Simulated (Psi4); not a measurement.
Dimer: CO (SMILES [C-]#[O+]) (first 2 atoms) with CH2O (SMILES C=O); geometry from B3LYP-D3(BJ)/def2-TZVP, rigid monomers moved along the line of their centres of mass till C1···O4 is 5.33 Å.
(charge 0, multiplicity 1):
```xyz
6

C     -0.23780     0.42745    -0.08653
O     -0.15905    -0.39719    -0.84732
C      1.10015     0.27513     5.49204
O      1.27645    -0.74563     4.88597
H      0.70518     1.18352     5.00055
H      1.32452     0.35703     6.57270
```

Computed with SAPT0/jun-cc-pV(D+d)Z (Psi4 1.11).

Q: Which attractive term is largest, and how does the interaction split up?

A: electrostatics -0.12, exchange 0.00, induction 0.00, dispersion -0.03, total -0.16 kcal/mol; the largest attraction is electrostatics.
